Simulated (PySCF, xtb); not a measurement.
Al(F)(GeH3)(H) (AlFGeH4), SMILES [AlH]([GeH3])[F].

xtb 6.7.1 with GFN2-xTB at its own geometry gives an orbital gap of 4.32 eV and a dipole moment of 0.98 D.

The structure is a stationary point at B3LYP-D3(BJ)/def2-SVP.

### Question
What does CAM-B3LYP/def2-TZVPD run with PySCF give? (An estimate is asked for; the answer gives what the named calculation found.)

### Answer
gap 8.35 eV (levels -9.18 and -0.83 eV), dipole 1.37 D.
